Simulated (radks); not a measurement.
Numerical settings for neutral molybdenum, [Kr] 4d5 5s1. Calculated with a radial shooting solver on a logarithmic mesh with Libxc functionals: scalar-relativistic Kohn-Sham, r2SCAN, spin-polarised, spherical densities, finite nucleus; open shells are filled with parallel spins first (spin-orbit coupling, left out, can overturn this in heavy ions); meta-GGA in the generalised Kohn-Sham scheme; Fermi nuclear charge, rms radius 4.4091 fm. The defaults (mesh step 0.008 in ln r, mesh end at 40 bohr or more with all orbitals vanishing there, Anderson mixing 0.5 over 9 steps, residual threshold near 1e-9 with the energy settled to 1e-9 hartree or 1e-11 of itself, here a cap of 74 iterations) give E = -4049.362 hartree and 4d at -4.819 eV in 13 iterations. Run on one thread of a shared host, so times are rough (Arm Neoverse V1): 0.2 s of CPU time, 0.2 s wall, 13 iterations on 2437 mesh points. Changes against that run (0 stands for a change within the tolerance of the run):

[
 {"setting": "mesh step in ln r 0.2", "iterations": "2", "converged": "no", "E (mhartree)": "diverged", "e(4d) (meV)": "-", "CPU (s)": "0.01"},
 {"setting": "mesh step in ln r 0.05", "iterations": "11", "converged": "yes", "E (mhartree)": "-2.37", "e(4d) (meV)": "-0.0333", "CPU (s)": "0.04"},
 {"setting": "mesh step in ln r 0.08", "iterations": "6", "converged": "no", "E (mhartree)": "diverged", "e(4d) (meV)": "-", "CPU (s)": "0.03"},
 {"setting": "mesh end (bohr) 20", "iterations": "13", "converged": "yes", "E (mhartree)": "0", "e(4d) (meV)": "0", "CPU (s)": "0.19"},
 {"setting": "mesh end (bohr) 2", "iterations": "11", "converged": "level above zero", "E (mhartree)": "+1.35e+04", "e(4d) (meV)": "+6.42e+04", "CPU (s)": "0.14"},
 {"setting": "residual threshold 1e-05", "iterations": "9", "converged": "yes", "E (mhartree)": "0", "e(4d) (meV)": "+0.144", "CPU (s)": "0.15"},
 {"setting": "residual threshold 0.01", "iterations": "8", "converged": "yes", "E (mhartree)": "0", "e(4d) (meV)": "-0.436", "CPU (s)": "0.14"},
 {"setting": "mixing 0.2", "iterations": "15", "converged": "yes", "E (mhartree)": "0", "e(4d) (meV)": "+0.0163", "CPU (s)": "0.23"},
 {"setting": "linear mixing, mixing 0.2", "iterations": "62", "converged": "yes", "E (mhartree)": "0", "e(4d) (meV)": "+0.00385", "CPU (s)": "0.76"},
 {"setting": "linear mixing, mixing 0.8", "iterations": "36", "converged": "no", "E (mhartree)": "diverged", "e(4d) (meV)": "-", "CPU (s)": "0.56"},
 {"setting": "mixing history 2", "iterations": "16", "converged": "yes", "E (mhartree)": "0", "e(4d) (meV)": "-0.0038", "CPU (s)": "0.23"},
 {"setting": "iteration cap 8", "iterations": "8", "converged": "no", "E (mhartree)": "0", "e(4d) (meV)": "+0.144", "CPU (s)": "0.13"}
]

Settled on a wrong energy, with an occupied level pushed above zero by the early mesh end: mesh end (bohr) 2 (+13.5 hartree). Apart from these: settings that end as converged yet miss the energy by more than 1 mhartree: mesh step in ln r 0.05 (-0.00237 hartree). A mesh that ends early acts as a hard wall.
